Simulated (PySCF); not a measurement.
CHF2O3S, SMILES O=S(O)([C](F)F)=O, multiplicity 2.

Geometry: TPSSh-D3(BJ)/def2-SVP. The isomer is the one that the SMILES or the coordinates give; other isomers of the formula were not compared. The values are those of a single conformer.

Level of theory: TDA-PBE/def2-SVPD (PySCF).

Vertical excitations. 

```json
[
 {"state": "root 1", "energy (eV)": "3.78", "λ (nm)": "328", "f": "0.002", "main pairs": "β HOMO→LUMO 99 %"},
 {"state": "root 2", "energy (eV)": "4.02", "λ (nm)": "308", "f": "0.001", "main pairs": "β HOMO−1→LUMO 99 %"},
 {"state": "root 3", "energy (eV)": "4.24", "λ (nm)": "293", "f": "0.000", "main pairs": "β HOMO−2→LUMO 100 %"},
 {"state": "root 4", "energy (eV)": "4.79", "λ (nm)": "259", "f": "0.009", "main pairs": "β HOMO−3→LUMO 97 %"},
 {"state": "root 5", "energy (eV)": "5.16", "λ (nm)": "240", "f": "0.004", "main pairs": "α HOMO→LUMO 37 %, β HOMO−4→LUMO 62 %"},
 {"state": "root 6", "energy (eV)": "5.28", "λ (nm)": "235", "f": "0.031", "main pairs": "α HOMO→LUMO 60 %, β HOMO−4→LUMO 34 %"},
 {"state": "root 7", "energy (eV)": "5.97", "λ (nm)": "208", "f": "0.006", "main pairs": "α HOMO→LUMO+1 95 %"},
 {"state": "root 8", "energy (eV)": "6.39", "λ (nm)": "194", "f": "0.001", "main pairs": "α HOMO→LUMO+2 86 %"},
 {"state": "root 9", "energy (eV)": "6.49", "λ (nm)": "191", "f": "0.007", "main pairs": "α HOMO→LUMO+3 83 %"},
 {"state": "root 10", "energy (eV)": "6.72", "λ (nm)": "185", "f": "0.000", "main pairs": "β HOMO−5→LUMO 96 %"}
]
```
Unrestricted roots are not spin-pure.
